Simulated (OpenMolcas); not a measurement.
4d³ along the 39-electron sequence

```
Program             : OpenMolcas
Method              : MS-CASPT2, IPEA 0.25 Eh, imaginary shift 0.1 Eh
Basis               : ANO-RCC-VQZP
Scalar Hamiltonian  : DKH2, point nucleus
Spin-orbit coupling : RASSI with atomic mean-field integrals over the reference wave functions, term energies averaged over their components
```

Active space for each ion: 3 electrons in 10 orbitals (4d 5d); closed shells correlated by CASPT2: 4s 4p.

Computed levels in cm-1 above ⁴F_3/2:

```csv
Level,Nb2+,Mo3+,Tc4+,Ru5+,Rh6+,Pd7+
⁴F_5/2,518,761,1039,1388,1809,2320
⁴F_7/2,1183,1720,2320,3070,3950,4990
⁴F_9/2,1952,2810,3760,4910,6210,7740
⁴P_1/2,8640,10480,12090,13740,15030,16710
²G_7/2,9230,11490,13620,15770,17580,19860
²G_9/2,9830,12260,14530,16840,18790,21160
⁴P_5/2,9870,11800,13780,15930,17820,20220
²P_1/2,10040,13810,17060,20050,22600,25590
²H_9/2,13280,16170,19060,22170,25060,28560
weight of ⁴F in the lowest level (%),99,99,99,98,97,97
```

Mixed levels, with the weight of the term that names them: Nb2+ ⁴P_1/2 (62 %), Nb2+ ²P_1/2 (62 %), Ru5+ ²G_9/2 (75 %), Rh6+ ²G_9/2 (68 %), Rh6+ ²H_9/2 (72 %), Pd7+ ²G_9/2 (62 %), Pd7+ ²H_9/2 (66 %).

Measured, with the error of the calculation in %. Measured levels: Nb2+ from the list in Shadmi, J. Res. Natl. Bur. Stand. 70A, 435 (1966); Mo3+ from Sugar and Musgrove, J. Phys. Chem. Ref. Data 17, 155 (1988).

```
 Level          Nb2+          Mo3+
⁴F_5/2    516 (+0.5)    778 (-2.2)
⁴F_7/2   1177 (+0.5)   1760 (-2.2)
⁴F_9/2   1939 (+0.6)   2865 (-2.0)
⁴P_1/2   8664 (-0.2)  10338 (+1.4)
²G_7/2   9236 (-0.1)  11580 (-0.8)
²G_9/2   9804 (+0.3)  12311 (-0.4)
⁴P_5/2   9594 (+2.9)  11612 (+1.6)
²P_1/2                14348 (-3.8)
²H_9/2  12916 (+2.8)  15995 (+1.1)
```

The fine-structure level ⁴F_9/2 changes by a factor of 3.97 from Nb2+ to Pd7+. Its fourth root runs 6.65, 7.28, 7.83, 8.37, 8.88, 9.38, with steps per unit of Z of 0.63, 0.55, 0.54, 0.51, 0.50; equal steps would mean a (Z - σ)^4 law with constant σ.

⁴P_1/2 changes by a factor of 1.93 over the same range, with steps per unit of Z of +1840, +1610, +1650, +1290, +1680 cm-1.

CASPT2 breaks the degeneracy within a term, and the mean is taken; among the terms shown or strongly mixed into the levels shown the widest spread is 1100 cm-1 (4d³ ⁴F, Pd7+). Active for correlation alone: 5d; no level in the range computed is led by a configuration that fills it, so any true level of that kind is missing. The CASPT2 spread within a term exceeds the gap to the next term for 4d³ ²G and 4d³ ⁴P, so the order of their levels is uncertain (holds for Nb2+). Computed and measured levels are paired by configuration, term and J; levels that our copy of the source lacks, or whose pairing is in doubt (as where it misses far off the trend of its configuration), stay unpaired and out of the deviations. Levels of configurations outside the active space are missing.
